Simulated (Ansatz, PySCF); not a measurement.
Torsion H3–B1–P2–H5 in BH4P (SMILES BP); at each angle all else is relaxed with GFN2-xTB, and the levels are single points there.
Geometry at 150° (charge 0, multiplicity 1):
```xyz
6

B     -0.882     0.019    -0.017
P      0.897     0.029    -0.485
H     -1.566     0.905    -0.354
H     -1.354    -0.949     0.435
H      1.518    -0.649     0.542
H      1.328     1.292    -0.144
```
Energies count from the point at 150°.

Cores are frozen in the correlated methods. CBS: X⁻³ extrapolation of the correlation energy, Hartree–Fock from the larger set. Rows in 3-21G, 6-31G* carry no dispersion term and start afresh at each structure (6-31G* with six Cartesian d functions).

The values were computed with Ansatz (Gaussian orbitals); PySCF for 3-21G rows, 6-31G* rows. Each number belongs to the level named beside it.

Energies in meV.

| dihedral (°) | HF/3-21G | r2SCAN/def2-TZVPP | M06-2X/6-31G* | MP2/cc-pV(T+d)Z | MP2/CBS(cc-pV(T+d)Z, cc-pV(Q+d)Z) + ΔCCSD(T)/cc-pV(T+d)Z |
|---|---|---|---|---|---|
| 0 | 199.7 | 234.0 | 197.7 | 210.4 | 206.0 |
| 30 | 409.0 | 473.4 | 388.1 | 410.8 | 406.5 |
| 60 | 426.3 | 478.4 | 394.8 | 417.3 | 412.9 |
| 90 | 263.1 | 282.3 | 235.0 | 249.4 | 246.0 |
| 120 | 72.6 | 81.2 | 65.3 | 72.5 | 70.7 |
| 150 | 0.0 | 0.0 | 0.0 | 0.0 | 0.0 |
| 180 | 153.3 | 162.0 | 150.2 | 157.8 | 150.8 |
| 210 | 410.6 | 476.9 | 392.5 | 415.6 | 410.2 |
| 240 | 427.9 | 482.3 | 398.6 | 422.0 | 416.7 |
| 270 | 250.1 | 258.8 | 223.1 | 237.3 | 230.5 |
| 300 | 43.6 | 38.9 | 32.5 | 36.1 | 34.5 |
| 330 | 12.2 | 22.4 | 19.0 | 20.7 | 20.2 |

Ansatz is a first-principles code.
